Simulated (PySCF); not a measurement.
# NiS2, singlet: molecular constants

Level of theory: PySCF, PBE0, basis Ni def2-TZVP, S def2-TZVP (no relativity, density fitting).

The structure is a higher-order saddle point with 2 imaginary modes (one degenerate set).

```xyz
3
charge 0 multiplicity 1, angstrom
Ni    0.0000    0.0000    0.0000
S     0.0000    0.0000    1.9438
S     0.0000    0.0000   -1.9438
```

- Point group: D∞h
- Bond lengths: Ni–S 1.944 Å (×2)
- Bond angles: S–Ni–S 180.0°
- Zero-point energy (real modes): 6.6 kJ/mol
- Dipole moment: 0.00 D
- Principal quadrupole moments (Buckingham, traceless) about the centre of mass: -1.91, 0.96, 0.96 D Å
- Highest occupied level: -8.17 eV
- Rotational constants: 0.06978 cm⁻¹
- Atomisation energy without zero-point energy: 510 kJ/mol
- Lowest empty level: -5.27 eV
- Principal polarisabilities: 38.2, 38.2, 142.6 bohr³

Harmonic modes (masses in u: Ni 57.935, S 31.972):
```
symmetry  ω (cm⁻¹)  IR (km/mol, summed over degenerate members)     type
      πu       67i                                            –     bend
     σg+       463                                          0.0  stretch
     σu+       645                                         43.5  stretch
```

In D∞h the vibrations span πu + σg+ + σu+. The σg+ mode carries no infrared intensity, as symmetry demands. With a centre of inversion only u modes can be infrared active and only g modes Raman active.

Charges (e):
```
atom  Mulliken  Löwdin  polar tensor  Mayer order to Ni1
 Ni1      0.39   -0.42          0.54                   –
S2,3     -0.19    0.21         -0.27                1.74
```
Other Mayer orders above 0.3: S–S 0.81.

Mulliken populations on Ni1: s 6.69, p 12.36, d 8.56, f 0.00.

Outer orbital energies (eV). occupied: -10.55, -10.55, -9.75, -9.75, -8.67, -8.43, -8.17, -8.17; empty: -5.27, -5.27, 0.55, 2.45.

Other isomers or separated fragments may lie lower. At this level a triplet minimum of C2v symmetry lies 187 kJ/mol below this structure. At the minimum of this search the closed-shell solution is unstable towards spin polarisation, so a lower open-shell solution exists.

The final relaxation and frequency run took roughly 50 core-seconds on a shared host.
